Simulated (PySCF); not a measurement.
# Relaxation of singlet ZnH2

These are results of PBE0/[Zn def2-TZVP, H def2-TZVP], no relativity, density fitting, PySCF, not measurements. A (50,194) grid was used.

A hand-made bent start, of C2v symmetry, held to at least that symmetry:

```xyz
3
charge 0 multiplicity 1, angstrom
Zn    0.0000    0.0000   -0.0263
H     1.2287    0.0000    0.8341
H    -1.2287    0.0000    0.8341
```

What forces act on the atoms at the start (eV/Å)?


| atom | Fx | Fy | Fz |
| --- | --- | --- | --- |
| Zn1 | 0.00 | 0.00 | 0.80 |
| H2 | 1.89 | 0.00 | -0.40 |
| H3 | -1.89 | 0.00 | -0.40 |

What does it relax to?

It ends at D∞h with Zn–H 1.545 Å (×2); H–Zn–H 179.9°. No frequency check is given, so it may be a saddle point. Other isomers or separated fragments may lie lower.

How much energy is released, and in how many steps?

129.5 kJ/mol in 6 steps.
